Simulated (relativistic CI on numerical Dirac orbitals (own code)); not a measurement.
Radial Dirac CI calculation of Ti X.

Command:

```sh
python run_levels.py task.json out
```

Input:

```
atom Ti  Z=22  charge=9  electrons=13
nucleus A=48  rms_radius_fm=3.5921
hamiltonian dirac-coulomb  breit=on  qed=on  c_scale=1
orbitals kli  potential=per-configuration
slater_scale 1
correlation none
mixing on
grid step=0.0125 r_max=10.3
scf mixing=0.4 start=green max_iterations=150 tolerance=2e-08 node_fill=0
configurations
  [Ne] 3s2 3p
  [Ne] 3s 3p2
  [Ne] 3s2 3d
end
```

Output:

```
SCF 1: [Ne] 3s2 3p
 iter      energy (Ha)   residual   last orbital (Ha)
    1      -813.194548   2.39e+00    -11.51262
    2      -820.382378   1.28e+00     -9.66342
    3      -823.360605   4.64e-02     -7.93939
    4      -823.360925   2.61e-02     -7.95208
    5      -823.363393   8.24e-04     -7.89736
    6      -823.363422   3.99e-04     -7.89789
    7      -823.363448   1.34e-05     -7.89731
    8      -823.363448   4.51e-06     -7.89731
    9      -823.363449   2.12e-08     -7.89730
   10      -823.363449   5.05e-10     -7.89730
SCF 2: [Ne] 3s 3p2
 iter      energy (Ha)   residual   last orbital (Ha)
    1      -811.977444   2.42e+00    -11.51262
    2      -819.401661   1.30e+00     -9.61804
    3      -822.431825   5.14e-02     -7.86109
    4      -822.432400   3.34e-02     -7.88817
    5      -822.436082   6.93e-04     -7.83100
    6      -822.436064   6.74e-05     -7.83224
    7      -822.436062   1.71e-05     -7.83216
    8      -822.436063   1.62e-07     -7.83214
    9      -822.436063   6.37e-08     -7.83214
   10      -822.436063   7.92e-10     -7.83214
SCF 3: [Ne] 3s2 3d
 iter      energy (Ha)   residual   last orbital (Ha)
    1      -811.237263   2.42e+00    -10.29967
    2      -818.805121   1.30e+00     -8.24242
    3      -821.869798   4.82e-02     -6.48786
    4      -821.872962   1.86e-02     -6.48283
    5      -821.873648   4.63e-04     -6.41835
    6      -821.873614   7.52e-04     -6.42090
    7      -821.873656   2.73e-05     -6.41983
    8      -821.873657   3.27e-06     -6.41979
    9      -821.873657   1.36e-07     -6.41979
   10      -821.873657   1.86e-09     -6.41979
orbital energies (Ha): 1s -187.2874  2s -27.8181  2p1/2 -24.6101  2p3/2 -24.3933  3s -8.8606  3p1/2 -7.9344  3p3/2 -7.8973
configuration averages (Ha): Dirac-Coulomb, Breit, QED
  3s2 3p                        -823.363449    0.258387    0.176535
  3s 3p2                        -822.436063    0.258570    0.175138
  3s2 3d                        -821.873657    0.256485    0.176537
levels: no., configuration, term, J, E (cm-1), weight
   1 3s2 3p                 2P*  1/2              0.0  1.00
   2 3s2 3p                 2P*  3/2           7653.7  1.00
   3 3s 3p2                 4P   1/2         141031.4  1.00
   4 3s 3p2                 4P   3/2         143839.2  1.00
   5 3s 3p2                 4P   5/2         147916.4  1.00
   6 3s 3p2                 2D   3/2         202579.5  0.87
   7 3s 3p2                 2D   5/2         203037.0  0.87
   8 3s 3p2                 2S   1/2         262105.6  0.98
   9 3s 3p2                 2P   1/2         290665.0  0.98
  10 3s 3p2                 2P   3/2         295245.5  1.00
  11 3s2 3d                 2D   3/2         350468.2  0.87
  12 3s2 3d                 2D   5/2         350969.8  0.87
lowest total energy -822.951776 Ha
end: converged
```

Against the reference input this run has: node fill of the KLI weights 0. The reference run ends at -822.952708 Ha with Breit and QED terms.
